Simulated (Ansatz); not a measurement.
`[SiH3][SiH]1[NH][AlH][S]1` at its PBE0-D4/def2-TZVP geometry, where that method's forces vanish. Total charge 0; spin multiplicity 1.

```xyz
11

Si   -0.1446    1.9123   -0.7410
Si    0.4935   -0.3302   -0.5327
N     0.6481   -0.8869    1.1040
Al   -0.6824   -2.0699    1.0486
S    -1.1482   -1.6385   -1.0457
H    -0.4332    2.2482   -2.1618
H    -1.3646    2.1553    0.0755
H     0.9362    2.8185   -0.2574
H     1.6834   -0.6178   -1.3845
H     1.3102   -0.5457    1.7796
H    -1.2984   -3.0454    2.1153
```

(1) What forces (eV/Å) does PBE-D4/def2-TZVPP give on these atoms in Ansatz? (Estimate.)

## Answers

(1) The calculation gave: 
```
Si1  0.020 -0.078  0.007
Si2  0.004  0.183 -0.181
N3   0.061 -0.021  0.131
Al4 -0.155 -0.174  0.095
S5  -0.219 -0.093 -0.273
H6  -0.029  0.043 -0.142
H7  -0.120  0.026  0.079
H8   0.105  0.096  0.046
H9   0.137 -0.033 -0.099
H10  0.241  0.125  0.252
H11 -0.044 -0.074  0.086
```
